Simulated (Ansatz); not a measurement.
C4H6F2O2, singlet, geometry from GFN2-xTB. Base run: HF/pcseg-1 run with Ansatz (an electronic-structure program).

Geometry (Å):
```xyz
14

C     -1.9852     0.9250     1.0473
C     -1.2001     1.4518     0.1283
O     -0.2165     0.8554    -0.6287
C      0.1560    -0.4444    -0.4277
F      0.8831    -0.7812    -1.5150
F     -0.9101    -1.2930    -0.4403
C      0.9833    -0.6701     0.8483
O      2.0855     0.1836     0.8934
H     -2.7116     1.5490     1.5328
H     -1.9707    -0.1109     1.3333
H     -1.2518     2.4906    -0.1641
H      0.3224    -0.5299     1.7157
H      1.3630    -1.6940     0.8410
H      1.8157     1.0774     0.6443
```
Charge 0, spin multiplicity 1.
All else is at Ansatz's defaults.
Base energy -503.38868 Eh.

The base run was repeated with changes; each row names its change, and settings that it needs were set with it.

```
change                                                             ΔE vs base (mEh)
-----------------------------------------------------------------  ----------------
base                                                                          0.000
fitting.mean_field = def2-universal-JKFIT                                     0.260
accuracy = high                                                              -0.025
lower_state_search = off                                                      0.000
nuclear_model = gaussian                                                      0.080
forces = on                                                                  -0.011
point_charge = charge:-1.0 position_ang:-4.6445, -2.9645, -2.1971             3.199
point_charge = charge:1.0 position_ang:0.4563, 5.5829, 3.1641                 5.755
lower_state_search = full                                                     0.000
fitting.mean_field = cc-pVTZ-JKFIT                                            0.176
lower_state_search = light                                                    0.000
```
